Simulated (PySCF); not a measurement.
# One molecule, several mistakes: ClHOSi2

These are calculations, not measurements. They come from PySCF 2.14.0, an open-source quantum chemistry program, on an isolated molecule that a program drew, which may never have been made. The molecule is ClHOSi2 (charge 0, singlet), drawn as the SMILES string `O=[Si]([SiH])Cl`.

Each row is a Hartree-Fock (HF) and frozen-core CCSD(T) single point in the cc-pV(D+d)Z basis, meant for a local HF minimum. Run 1 is clean. Each other run has one planted mistake out of seven kinds, and not every kind appears here: one electron removed, one electron added, multiplicity raised by two, geometry at a saddle point, minimal basis STO-3G, one bond length entered in bohr, all coordinates scaled. The reference is restricted for singlets and unrestricted otherwise, and also for a bond in bohr. Adding or removing an electron swaps singlet and doublet. Electrons count all cores. HOMO and LUMO are orbital energies over both spins, the gradient is its largest component, and the lowest frequency (negative if imaginary) is given only where the gradient is small. Bond lengths are over the 4 bonds as drawn. T1 is the CCSD diagnostic: over 0.02 (restricted) or 0.045 (unrestricted) a single reference is doubtful.

Geometry of the clean run:
```xyz
5
ClHOSi2, angstrom
O     1.4393    0.4911    0.2517
Si    0.4391   -0.6119    0.3766
Si   -0.0826   -2.3701   -1.1484
Cl   -0.7349   -0.8904    2.0455
H    -1.2114   -1.5266   -1.6979
```

| run | electrons | basis functions | <S^2> | HOMO (eV) | LUMO (eV) | gradient (hartree/bohr) | lowest frequency (cm^-1) | mean bond (Å) | longest bond (Å) | T1 | HF (hartree) | CCSD(T) (hartree) | mistake |
|---|---|---|---|---|---|---|---|---|---|---|---|---|---|
| 1 | 54 | 88 | 0.000 | -9.96 | -0.87 | 3.9e-05 | 80 | 1.8628 | 2.385 | 0.0216 | -1112.81469 | -1113.35922 | no fault |
| 2 | 54 | 88 | 0.000 | -8.13 | -0.88 | 1.9e-05 | -804 | 1.7902 | 2.170 | 0.0222 | -1112.74035 | -1113.28698 | geometry at a saddle point |
| 3 | 54 | 88 | 0.000 | -10.11 | -1.08 | 5.7e-02 | - | 1.9541 | 2.502 | 0.0241 | -1112.80239 | -1113.35563 | all coordinates scaled |
| 4 | 55 | 88 | 0.769 | -2.54 | 6.58 | 4.2e-02 | - | 1.8628 | 2.385 | 0.0198 | -1112.87643 | -1113.42525 | one electron added |
| 5 | 54 | 33 | 0.000 | -6.57 | 4.18 | 4.4e-02 | - | 1.8628 | 2.385 | 0.0214 | -1100.13797 | -1100.31780 | ? |
| 6 | 54 | 88 | 0.991 | -9.45 | -1.03 | 5.6e-03 | - | 2.1992 | 2.858 | 0.0464 | -1112.73094 | -1113.25794 | ? |

**Which mistake was planted in run 5, and what did it cost?**

It has 33 basis functions where the clean run has 88, with the same electrons and geometry. So the mistake is: minimal basis STO-3G. Subtracting run 1 and multiplying by 627.51 kcal/mol a hartree, the energy moved by 7954.8 kcal/mol in HF and 8183.6 kcal/mol in CCSD(T).

**Which mistake was planted in run 6, and what did it cost?**

The mean bond changes by a factor of 1.181 and the longest by 1.198, so the molecule wasn't scaled as a whole. A length L in bohr read as angstrom grows by (1/0.5292 - 1) L = 0.890 L. The 4 bonds together grew by 4 x 0.3364 = 1.346 Å, which gives L = 1.512 Å. That is bond Si3-H5, 1.512 Å in the clean geometry. So the mistake is: one bond length entered in bohr. Subtracting run 1 and multiplying by 627.51 kcal/mol a hartree, the energy moved by 52.6 kcal/mol in HF and 63.6 kcal/mol in CCSD(T).

Cautions from the logs. Run 1: T1 is over the limit, so its CCSD(T) energy is less reliable; run 2: T1 is over the limit, so its CCSD(T) energy is less reliable; run 3: T1 is over the limit, so its CCSD(T) energy is less reliable; run 5: T1 is over the limit, so its CCSD(T) energy is less reliable; run 6: T1 is over the limit, so its CCSD(T) energy is less reliable.
